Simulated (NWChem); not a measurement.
SiHCl, singlet; SMILES [SiH]Cl

```xyz
3

Si    -0.0803    -1.1042     0.0000
H      1.4465    -1.2905     0.0000
Cl    -0.0189     0.9852     0.0000
```
Atoms are numbered in this order, from 1.

Low-valent species are run as closed-shell singlets; no triplet was tried in these runs. All runs use the structure optimised with PBE0/def2-SVP.

Symmetry labels are those of Cs in the frame above (b1 and b2, or b-type labels, depend on it).

Question: List the 4 lowest vertical singlet excitations from PBE/def2-SVPD, TDA (NWChem).

Answer: 
```tsv
state	energy (eV)	oscillator strength	symmetry	leading excitation (squared amplitude)
S1	2.65	0.017	a"	HOMO → LUMO (0.96)
S2	4.72	0.013	a"	HOMO−1 → LUMO (0.95)
S3	5.28	0.018	a'	HOMO → LUMO+1 (0.77)
S4	5.73	0.130	a'	HOMO−2 → LUMO (0.72)
```
